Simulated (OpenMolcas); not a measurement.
Cr4+: ligand-field states by method

Cr4+ with 6 ligands (water) in trigonal antiprismatic coordination (D3d) at 1.84 Å, a polar angle of 60.2° against the regular 54.74°. Ligand basis ANO-RCC-VDZP.

```
Program             : OpenMolcas
Basis               : ANO-RCC-VDZP [5s4p2d1f]
Scalar Hamiltonian  : DKH2, point nucleus
Active space        : 2 electrons in 5 orbitals (3d)
State averaging     : 2S+1 = 3 even, 10 roots; 2S+1 = 1 even, 15 roots
Spin-orbit coupling : state interaction with AMFI integrals over the reference wave functions
```

I. CASSCF
II. SS-CASPT2, IPEA 0.25 Eh, imaginary shift 0.1 Eh (closed shells correlated: 3s 3p and the ligand valence shells)

Spin-free states in cm-1, each column counted from its own energy of the first state listed:

```tsv
State	Degeneracy	I	II
2S+1 = 3	1	0	0
2S+1 = 3	2	4800	5800
2S+1 = 1	2	15436	10590
2S+1 = 1	2	19404	15870
2S+1 = 1	1	19798	16210
2S+1 = 3	1	24788	26830
2S+1 = 3	2	25998	28910
2S+1 = 1	1	34882	28160
2S+1 = 3	1	37875	36890
2S+1 = 3	2	38888	39060
2S+1 = 1	1	40205	37140
2S+1 = 1	2	41198	39110
2S+1 = 1	1	43353	40900
2S+1 = 1	2	45766	45290
2S+1 = 3	1	50623	57940
2S+1 = 1	2	65456	68060
2S+1 = 1	1	84026	81040
```

From I to II, I's first state of the same spin (2S+1 = 3) moves from 4800 to 5800 cm-1, by about +1000 cm-1.

From I to II, I's first state of another spin (2S+1 = 1) moves from 15436 to 10590 cm-1, by about -4800 cm-1.

χT at 300 K: I 0.95, II 0.96 cm3 K/mol.

Roots that are degenerate in the reference are averaged as groups; the widest CASPT2 spread within a group is 180 cm-1 (the 2-fold group of multiplicity 3 near 5800 cm-1 above the lowest state of its run, II). Shifts and gaps below about the spread of the groups concerned are not significant. Over all roots computed the reference weight is 0.68 to 0.70 in II; a low but even weight reflects the number of correlated electrons. The least metal-like active orbital is 80 % on the metal (Löwdin) and no ligand orbital is active, so the numbers are rough. Ligand-to-metal charge-transfer states are missing. With no ligand orbital active B as a rule stays too high, so bands that hang on it stand too high and its fall with covalency is understated. Without dynamic correlation the repulsion within the d shell is too large (B by tens of per cent), so at a given field states of lower spin stand too high (holds for I). With metal d orbitals alone the field can be off either way by tens of per cent (holds for I). With one d shell and no ligand orbital active, 10Dq can be off by a tenth or more (holds for II). The distance lies 4 % under the 1.91 Å that this model takes as the normal distance (a Shannon-type radius plus a fixed donor radius); by an R⁻⁵ law this alone changes a d-shell field by about +21 %. No measured value stands beside these numbers; the geometry is a model, was not optimised and need not be the one that this ion takes.
